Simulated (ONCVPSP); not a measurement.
**Which change was made? (Tc, ONCV)**

```json
{
  "Element": "Tc",
  "Generator": "ONCVPSP 4.0.1",
  "Type": "optimised norm-conserving Vanderbilt (ONCV)",
  "Functional": "PBE",
  "Relativity": "scalar-relativistic",
  "Frozen core": "[Ar] 3d10",
  "Valence charge": "15",
  "Reference configuration": "4s2 4p6 4d6 5s1",
  "Partial waves": "4s+5s: rc 1.45 bohr, ncon 4, nbas 8, qcut 7.2 1/bohr, 2 projectors; 4p: rc 1.25 bohr, ncon 4, nbas 8, qcut 5.4 1/bohr, 2 projectors, debl 2.9 Ha; 4d: rc 2.20 bohr, ncon 4, nbas 8, qcut 7.3 1/bohr, 2 projectors, debl 1.3 Ha",
  "Local potential": "polynomial inside 0.80 bohr (lpopt 2, dvloc0 -1 Ha)",
  "Core correction": "Teter function, fcfact 3.75, rcfact 1.55"
}
```

Cutoffs, loose and tight: the cutoffs (Ha) at which the residual kinetic energy of the hardest occupied pseudo-wave falls to 1 and 0.1 mHa per electron. They do not see the model core or the augmentation charge, which bear on the density cutoff. Test errors are all-electron minus pseudo excitation energies from the reference, over the configurations 4s2 4p6 4d5 5s2; 4s2 4p6 4d5 5s1; 4s2 4p6 4d5 5s0; 4s1 4p6 4d5 5s2; variants that change the core or the reference have their own tests.

The base gives: outcome: generated; cutoff, loose: 106 Ha; cutoff, tight: 132 Ha; bound ghosts: none; GHOST(+) flags above zero: s; largest test error (meV): -91.

(1) After one change the result is: outcome: generated; cutoff, loose: 42 Ha; cutoff, tight: 123 Ha; bound ghosts: none; GHOST(+) flags above zero: s; largest test error (meV): -52. Which change was it?
A. s: qcut 9.3; p: qcut 7; d: qcut 9.5
B. s: qcut 10.5; p: qcut 7.9; d: qcut 10.7
C. s: qcut 5.7; p: qcut 4.2; d: qcut 5.7
D. s: qcut 7.9; p: qcut 5.9; d: qcut 8
E. s: qcut 4.9; p: qcut 3.7; d: qcut 4.9

Results:

(1) A. The others give: s: qcut 7.9; p: qcut 5.9; d: qcut 8 → outcome: generated; cutoff, loose: 100 Ha; cutoff, tight: 131 Ha; bound ghosts: none; GHOST(+) flags above zero: s; largest test error (meV): -69 | s: qcut 10.5; p: qcut 7.9; d: qcut 10.7 → outcome: failed: ERROR pspot: first pseudo wave function has node, program will stop | s: qcut 5.7; p: qcut 4.2; d: qcut 5.7 → outcome: generated; cutoff, loose: 78 Ha; cutoff, tight: 130 Ha; bound ghosts: none; GHOST(+) flags above zero: s; largest test error (meV): -174 | s: qcut 4.9; p: qcut 3.7; d: qcut 4.9 → outcome: generated; cutoff, loose: 72 Ha; cutoff, tight: 126 Ha; bound ghosts: none; GHOST(+) flags above zero: s, d; largest test error (meV): -241.
